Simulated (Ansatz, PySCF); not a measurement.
Molecule: ammonia borane, sum formula BNH₆, net charge 0, singlet state. 
Structure (B3LYP-D3(BJ)/def2-TZVP (Ansatz, a program for electronic structure) minimum search):
SMILES: [BH3-][NH3+]
```xyz
8

B     -0.9205     0.1288    -0.0265
N      0.7210    -0.1009     0.0208
H     -1.3171    -0.6321    -0.8771
H     -1.0639     1.2934    -0.3145
H     -1.3056    -0.1454     1.0853
H      0.9465    -1.0627     0.2580
H      1.1524     0.5023     0.7152
H      1.1430     0.1067    -0.8798
```
Charge 0, spin multiplicity 1.

Property: atomisation energy (electronic, to ground-state atoms), in kcal/mol. Cores are frozen in the correlated levels unless marked. UHF or UKS for open shells. Spin-orbit coupling is left out. No relativistic terms. The coupled-cluster limit lacks core correlation, which all-electron functionals hold. Basis-set limits of correlation are two-point, X^-3; Hartree-Fock from the larger set. The bracket is a focal-point correction in the basis named.

| level | program | atomisation energy (kcal/mol) |
|---|---|---|
| HF/def2-TZVPD | PySCF | 450.9 |
| SVWN5/def2-TZVPD | Ansatz | 686.1 |
| revPBE-D4/def2-TZVPD | Ansatz + dftd4 | 603.8 |
| BP86/def2-TZVPD | PySCF | 627.8 |
| PBE0-D4/def2-TZVP | Ansatz + dftd4 | 608.2 |
| TPSSh-D4/def2-TZVPD | PySCF + dftd4 | 619.7 |
| MP2/STO-3G | Ansatz | 632.8 |

### Question
What does RI-MP2/CBS(aug-cc-pVTZ,aug-cc-pVQZ)+[CCSD(T)-MP2]/aug-cc-pVTZ (Ansatz) give?

### Answer
611.2 kcal/mol
